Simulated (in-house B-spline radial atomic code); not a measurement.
A fraction x of an electron is removed from 3d in Fe⁴⁺, starting from [Ar] 3d4 and keeping the highest spin. Level of theory: non-relativistic revTPSS, spin-polarised, spherical fractional occupations, point nucleus; calculated with an all-electron radial atomic-structure program (B-spline basis).

| x | E(x) - E(0) (eV) | 3d up level (eV) |
| --- | --- | --- |
| 0 | 0.0000 | -65.488 |
| 0.09 | 5.9804 | -67.413 |
| 0.21 | 14.2251 | -70.004 |
| 0.28 | 19.1787 | -71.529 |
| 0.48 | 33.9243 | -75.940 |
| 0.5 | 35.4475 | -76.386 |
| 0.61 | 43.9853 | -78.850 |
| 0.66 | 47.9559 | -79.977 |
| 0.86 | 64.4060 | -84.536 |
| 0.89 | 66.9525 | -85.226 |
| 1 | 76.4672 | -87.772 |

The exact functional would give a straight line between the two integer points. Deviations E(x) - E(0) - x[E(1) - E(0)], in eV: -0.902 at x = 0.09, -1.833 at x = 0.21, -2.232 at x = 0.28, -2.78 at x = 0.48, -2.786 at x = 0.5, -2.66 at x = 0.61, -2.512 at x = 0.66, -1.356 at x = 0.86, -1.103 at x = 0.89.

The curve lies below the straight line by up to 2.786 eV (at x = 0.5): convex, the delocalisation error that favours fractional charges.

Problem. How well does Slater's transition state (minus the level at half occupation) give the ionisation energy?

Solution. It gives 76.386 eV against 76.467 eV from the two total energies; NIST lists 75.00 eV, ground level to ground level.
